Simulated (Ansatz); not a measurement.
Compare A (`BN[Si](C)(O)F`) with its isomer B (`NC(F)([SiH3])BO`).

Computed with Ansatz on PBE0-D4/def2-TZVP structures; ΔE is electronic, products minus reactants. CCSD(T)/CBS is the MP2 limit (def2-TZVPP, def2-QZVPP) plus CCSD(T) − MP2 in def2-TZVPP, frozen cores. DFT in def2-TZVPP. B3LYP here is the variant with VWN-RPA as its local correlation; programs differ in this. One conformer a species, not always the lowest.

Problem. Which is lower in electronic energy at CCSD(T)/CBS, and by how much? (Estimate.)

Solution. Ansatz gave: A, by 115.0 kcal/mol.

Problem. Give E(B) − E(A) in kcal/mol with B2PLYP, PBE0-D4, ωB97M-V, B3LYP-D4, B3LYP, r2SCAN-D4, MP2/def2-TZVPP. (An estimate is asked.)

Solution. The calculation gave: B2PLYP 113.4, PBE0-D4 108.2, ωB97M-V 111.8, B3LYP-D4 110.5, B3LYP 110.3, r2SCAN-D4 111.5, MP2/def2-TZVPP 117.5. None reverses the order clearly.

Largest T1 diagnostic: 0.013.

In def2-TZVPP, CCSD(T) changes the Hartree–Fock value by −5.5 kcal/mol (the triples alone add −1.4 kcal/mol) and MP2 by −1.1 kcal/mol. From PBE to PBE0 (25 % exact exchange), in def2-TZVPP and without D4, E(B) − E(A) moves by +5.2 kcal/mol.
